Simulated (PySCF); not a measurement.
## Cs (caesium, neutral) across methods

[Xe] 6s1, 2S determinant. Computed with PySCF 2.14 in def2-QZVPPD with the def2 core potential (46 electrons) (6s5p4d3f, 62 functions), with a scalar-relativistic core potential.

```
method  E (hartree)  mean ε 5p α (eV)  mean ε 5p β (eV)  mean ε 6s α (eV)  Σ⟨r²⟩ (bohr²)   ⟨S²⟩
 TPSSh     -20.1422           -14.366           -14.287            -2.330          74.81  0.750
r2SCAN     -20.1487           -14.092           -14.039            -2.319          73.54  0.750
   PBE     -20.1474           -13.621           -13.527            -2.272          73.35  0.750
   M06     -20.0989           -14.695           -14.660            -2.522          72.05  0.751
   UHF    -19.85522           -18.492           -18.452            -3.508          78.99  0.751
   LDA     -20.0726           -13.543           -13.464            -2.398          71.92  0.750
revPBE     -20.1729           -13.638           -13.554            -2.234          73.96  0.750
  PBE0     -20.1401           -15.057           -14.975            -2.667          73.90  0.750
```

Task: Estimate the same row for B97-3.

Result: E (hartree) = -20.1444; mean ε 5p α (eV) = -15.095; mean ε 5p β (eV) = -15.058; mean ε 6s α (eV) = -2.579; Σ⟨r²⟩ (bohr²) = 73.61; ⟨S²⟩ = 0.750.

Energies and moments cover only the electrons outside the core potential. Spin-orbit coupling, which splits the p, d and f shells strongly at this Z, is absent.
